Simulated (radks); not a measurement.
Question: The mean radii <r> (bohr) of the occupied orbitals of an atom or ion are listed with their occupations. Method: Dirac Kohn-Sham, PBE, spin-unpolarised, spherical densities, point nucleus; computed with a radial shooting solver on a logarithmic mesh with Libxc functionals.

orbital     occ.      <r>
1s1/2          2  0.02457
2s1/2          2   0.1035
2p1/2          2  0.08682
2p3/2          4  0.09278
3s1/2          2   0.2532
3p1/2    1.33333   0.2401
3p3/2    2.66667   0.2492

Name the element and its charge. Open shells, if any, are shared by 2j + 1.

Answer: Z = 58, cerium, charge +42: Ce42+ in [Ne] 3s2 3p4. The 1s radius gives Z: for a bare nucleus <r> = (2 gamma + 1)/(2Z) with gamma = sqrt(1 - (Z/c)^2), 0.02424 bohr for Z = 58, and screening makes it slightly larger (0.02457 here). The occupations add up to 16, and the charge is Z minus that.
